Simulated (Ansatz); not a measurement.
A structure relaxed at PBE-D4/def2-SVP in Ansatz, charge 0, singlet:

```xyz
7

V     1.145    0.455   -0.610
V    -0.500    0.664    1.095
V    -0.526   -1.218   -0.358
V     1.098   -0.919    1.173
O    -1.876   -0.310    0.435
O     0.346    1.917    0.098
O     0.313   -0.588   -1.834
```

Problem. Give its formula and point group.

Solution. V4O3 (the lowest singlet isomer of a short search). Point group C3v (tolerance 0.1 Å).

Problem. Summarise the bond lengths by kind (pairs closer than 1.2 times the sum of covalent radii, bridged metal pairs left out).

Solution. 6 × O–V 1.81 Å; 3 × V–V 2.25 Å.

The restricted singlet is unstable towards broken spin symmetry at other levels; at PBE-D4/def2-SVP this wasn't settled. The relaxation made no stability test and no search for a lower SCF solution. No other spin state of charge 0 was run. Another isomer (singlet) lies 0.05 eV lower at PBE0-D4/def2-TZVP; other spin states weren't run for this one.
